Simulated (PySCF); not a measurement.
A structure optimised at PBE-D3(BJ)/def2-TZVP, used in a PySCF frequency run:

```
B
F 1 1.3329
H 1 1.2062 2 117.51
As 1 2.0392 3 122.05 2 -173.70
H 4 1.5299 1 93.05 3 -47.93
H 4 1.5301 5 94.72 1 95.45
```

Task: Write its SMILES and formula.

Result: FB[AsH2], AsBFH3

Task: What are its rotational constants (standard atomic weights)?

Result: 38.496, 3.2841, 3.1032 GHz
